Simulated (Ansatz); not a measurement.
Relaxation of CrO3⁻ with UKS PBE-D4/def2-TZVPD.

```sh
$ ansatz run in.yaml --threads 4 --pin off --events-out ev --progress --plain --max-ram 3916MiB
```

```yaml
crystal:
  periodic: [false, false, false]
  atoms:
    - {symbol: Cr, position_ang: [-0.282550, -0.279890, -0.135600]}
    - {symbol: O, position_ang: [1.065890, 0.849540, -0.253480]}
    - {symbol: O, position_ang: [0.557710, 0.745660, 1.027760]}
    - {symbol: O, position_ang: [-1.341050, -1.315310, -0.638670]}
basis:
  gaussian: {orbitals: def2-TZVPD}
total_charge: -1
magnetization: {spin_polarized: true, initial_magnetization: 1}
hamiltonian: {xc: pbe, dispersion: d4}
scf: {lower_state_search: "off"}
output: {orbitals: {seedname: orbitals}}
relax: {f_tol: 0.02, max_steps: 100}
```

It took 19 s on 4 threads of Intel Xeon Platinum 8488C on a shared host.

Positions (Å) and forces (eV/Å) at steps 1, 2, 3, 4, 6, 7, 8, 9, 10, 13 of 13:

```xyz
4
step=1 energy=-34553.2067 eV
Cr   -0.283   -0.280   -0.136    0.165    0.137    0.086
O     1.066    0.850   -0.253    2.389    1.522   -2.058
O     0.558    0.746    1.028    0.243    1.071    3.303
O    -1.341   -1.315   -0.639   -2.797   -2.730   -1.331
4
step=2 energy=-34553.5138 eV
Cr   -0.288   -0.286   -0.138   -0.088   -0.106   -0.038
O     1.092    0.871   -0.259    1.223    0.751   -1.168
O     0.572    0.765    1.052    0.047    0.504    1.769
O    -1.376   -1.349   -0.655   -1.182   -1.150   -0.563
4
step=3 energy=-34553.6235 eV
Cr   -0.295   -0.295   -0.141   -0.036   -0.053   -0.017
O     1.119    0.892   -0.269    0.173    0.099   -0.206
O     0.583    0.782    1.081   -0.022    0.057    0.277
O    -1.407   -1.378   -0.670   -0.115   -0.103   -0.054
4
step=4 energy=-34553.6259 eV
Cr   -0.295   -0.298   -0.142    0.005   -0.019    0.000
O     1.123    0.895   -0.272    0.009    0.007   -0.024
O     0.583    0.785    1.086   -0.012    0.002    0.023
O    -1.412   -1.381   -0.672   -0.002    0.010    0.000
4
step=6 energy=-34553.6271 eV
Cr   -0.281   -0.313   -0.138    0.053   -0.048    0.009
O     1.119    0.898   -0.274   -0.005    0.019   -0.001
O     0.579    0.787    1.085   -0.007    0.019    0.004
O    -1.417   -1.372   -0.673   -0.041    0.010   -0.011
4
step=7 energy=-34553.6432 eV
Cr   -0.232   -0.367   -0.126    0.119   -0.213    0.006
O     1.106    0.910   -0.279   -0.051    0.043    0.035
O     0.563    0.797    1.081   -0.024    0.048   -0.047
O    -1.437   -1.340   -0.676   -0.044    0.121    0.006
4
step=8 energy=-34553.6804 eV
Cr   -0.164   -0.442   -0.110   -0.086   -0.304   -0.095
O     1.087    0.926   -0.285   -0.215   -0.099    0.077
O     0.541    0.810    1.075   -0.114   -0.071   -0.203
O    -1.465   -1.294   -0.680    0.415    0.474    0.221
4
step=9 energy=-34553.6910 eV
Cr   -0.034   -0.580   -0.082   -1.181    0.269   -0.357
O     1.038    0.943   -0.297   -0.338   -0.498   -0.005
O     0.487    0.822    1.052   -0.190   -0.479   -0.313
O    -1.491   -1.186   -0.673    1.709    0.709    0.675
4
step=10 energy=-34553.7714 eV
Cr   -0.016   -0.603   -0.057    0.689    0.118    0.247
O     0.981    0.910   -0.328    0.012    0.041    0.036
O     0.454    0.793    1.039    0.029    0.085    0.017
O    -1.420   -1.099   -0.654   -0.731   -0.244   -0.300
4
step=13 energy=-34553.7799 eV
Cr   -0.013   -0.599   -0.061   -0.001    0.000    0.000
O     0.989    0.914   -0.322    0.000    0.000    0.000
O     0.458    0.798    1.040    0.000    0.000    0.000
O    -1.434   -1.112   -0.657    0.001    0.000    0.000
```

The structure holds 1 bond(s) between oxygen atoms. The charge -1 doublet is spin-contaminated (final ⟨S²⟩ up to 1.66, 0.75 for a pure state). The highest occupied level of the charge -1 doublet lies above zero (up to 1.02 eV). It is a level of β spin, whose loss leaves a triplet; that state wasn't run at this geometry and level. The electron is either unbound and held by the finite basis, or the level is raised by self-interaction error. The relaxation made no stability test and no search for a lower SCF solution. No other spin state of charge -1 was run. Another isomer (doublet) lies 3.36 eV lower at PBE0-D4/def2-TZVPD; other spin states weren't run for this one.
